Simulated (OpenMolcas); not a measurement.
## Dy3+: moving or changing the point charges

Dy3+ among 6 point charges of -1 e arranged as an octahedron (Oh), 2.24 Å from the ion.
```
   2.2400    0.0000    0.0000  -1.00
   0.0000    2.2400    0.0000  -1.00
  -2.2400    0.0000    0.0000  -1.00
   0.0000   -2.2400    0.0000  -1.00
   0.0000    0.0000    2.2400  -1.00
   0.0000    0.0000   -2.2400  -1.00
```

```
Program             : OpenMolcas
Method              : CASSCF
Basis               : ANO-RCC-VDZP [7s6p4d2f1g]
Scalar Hamiltonian  : DKH2, point nucleus
Active space        : 9 electrons in 7 orbitals (4f)
State averaging     : 2S+1 = 6 odd, 21 roots; 2S+1 = 4 odd, 115 roots kept (CI in the orbitals of an earlier block, 108 in the spin-orbit step); 2S+1 = 2 odd, 82 roots kept (CI in the orbitals of an earlier block, 41 in the spin-orbit step)
Spin-orbit coupling : state interaction with AMFI integrals over the reference wave functions
```

Runs around this geometry, states (labels of O, the rotations of Oh). Energies in cm-1 above the lowest state or level, χT in cm3 K/mol; under a threefold ground state the first gap can be a small split of the lowest multiplet, not the spin-orbit step.

```tsv
R (Å)	Ground state	First state of that spin	First gap with spin-orbit (degeneracies)	Width of lowest J	χT at 300 K
2.24	6T1	6T2 129.1	17.6 (2, 4)	258	13.982
2.43	6T1	6T2 82.8	11.5 (2, 4)	173	14.025
2.68	6T1	6T2 48.5	6.8 (2, 4)	107	14.048
```

Taking the width of the lowest J multiplet as R^-n, n = -ln(107 / 258) / ln(2.68 / 2.24) = 4.9 between the shortest and longest distance.

High states are left out of the spin-orbit mixing, which shifts the levels that they would mix with. This is an electrostatic model: the charges have no orbitals. A group larger than the point group allows holds several states that coincide in this model. No measured value stands beside these numbers.
